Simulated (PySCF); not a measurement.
C₄H₈Si₂, SMILES [SiH3]C1=CC=C[SiH2]1.

Coordinates come from a PBE-D3(BJ)/def2-SVP optimisation. The structure was generated by enumeration, and PubChem lists no compound with its InChIKey, so it may never have been made.

The numbers are results of PBE-D3(BJ)/def2-SVP (PySCF), not measurements.

Frequencies are harmonic and unscaled.

| mode | ν (cm⁻¹) | IR (km/mol) | moving atoms (share of kinetic energy) |
|---|---|---|---|
| 1 | 92 | 0.0 | H 93 % |
| 2 | 142 | 0.2 | C 61 %, H 28 %, Si 11 % |
| 3 | 160 | 0.2 | Si 41 %, C 33 %, H 26 % |
| 4 | 240 | 0.4 | H 56 %, C 44 % |
| 5 | 364 | 7.5 | Si 65 %, C 26 %, H 9 % |
| 6 | 395 | 0.6 | H 54 %, C 46 % |
| 7 | 504 | 2.8 | Si 54 %, C 27 %, H 19 % |
| 8 | 524 | 2.3 | H 65 %, C 18 %, Si 18 % |
| 9 | 606 | 14.5 | C 50 %, Si 27 %, H 23 % |
| 10 | 629 | 19.0 | H 77 %, C 17 % |
| 11 | 647 | 27.1 | H 53 %, C 31 %, Si 15 % |
| 12 | 684 | 81.0 | H 67 %, C 27 % |
| 13 | 686 | 8.7 | H 75 %, C 23 % |
| 14 | 723 | 45.5 | H 79 %, C 19 % |
| 15 | 805 | 40.6 | C 51 %, H 39 %, Si 10 % |
| 16 | 886 | 177.7 | H 92 % |
| 17 | 901 | 33.9 | H 97 % |
| 18 | 901 | 145.6 | H 93 % |
| 19 | 908 | 2.1 | H 72 %, C 27 % |
| 20 | 918 | 47.2 | H 97 % |
| 21 | 968 | 0.1 | H 72 %, C 28 % |
| 22 | 976 | 16.5 | C 64 %, H 34 % |
| 23 | 980 | 92.2 | C 64 %, H 26 %, Si 9 % |
| 24 | 1074 | 19.4 | H 73 %, C 26 % |
| 25 | 1230 | 5.9 | H 75 %, C 25 % |
| 26 | 1291 | 11.5 | H 55 %, C 45 % |
| 27 | 1505 | 12.2 | C 97 % |
| 28 | 1573 | 8.5 | C 90 %, H 10 % |
| 29 | 2148 | 106.7 | H 99 % |
| 30 | 2149 | 65.9 | H 96 % |
| 31 | 2157 | 10.2 | H 97 % |
| 32 | 2158 | 113.5 | H 96 % |
| 33 | 2159 | 161.2 | H 96 % |
| 34 | 3061 | 11.8 | H 92 %, C 8 % |
| 35 | 3088 | 22.3 | H 92 %, C 8 % |
| 36 | 3151 | 1.2 | H 91 %, C 9 % |
